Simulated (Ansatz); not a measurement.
`C[SiH2][SiH](Cl)Cl` + `SS` → `C[SiH2]SS` + `Cl[SiH2]Cl`  (cleavage of the Si–Si bond)

Program: Ansatz. Geometries: PBE0-D4/def2-TZVP. ΔE: electronic, gas phase. CCSD(T)/CBS is the MP2 limit (def2-TZVPP, def2-QZVPP) plus CCSD(T) − MP2 in def2-TZVPP, frozen cores. This one scheme is used for every species. DFT in def2-TZVPP. Each species was taken in one conformer, which may not be the lowest.

```tsv
level	ΔE (kJ/mol)
LDA (SPW92)	-51.4
BLYP-D4	-54.3
r2SCANh-D4	-59.2
BHLYP-D4	-61.3
PBE	-50.0
CAM-B3LYP	-59.8
LC-ωPBE	-56.4
HF/CBS(def2)	-67.9
```

(1) What does CCSD(T)/CBS give? (An estimate is asked.)

Largest T1 diagnostic among the species: 0.011.

Results:

(1) Ansatz gave: -62.1 kJ/mol. The listed levels differ from it by 10.7, 7.8, 2.9, 0.8, 12.1, 2.3, 5.7, -5.8 kJ/mol.

From BLYP to BHLYP (50 % exact exchange), in def2-TZVPP and without D4, ΔE moves by −8.1 kJ/mol. At CCSD(T), def2-SVP lies +4.8 kJ/mol from the extrapolated value and def2-TZVPP +1.3 kJ/mol.
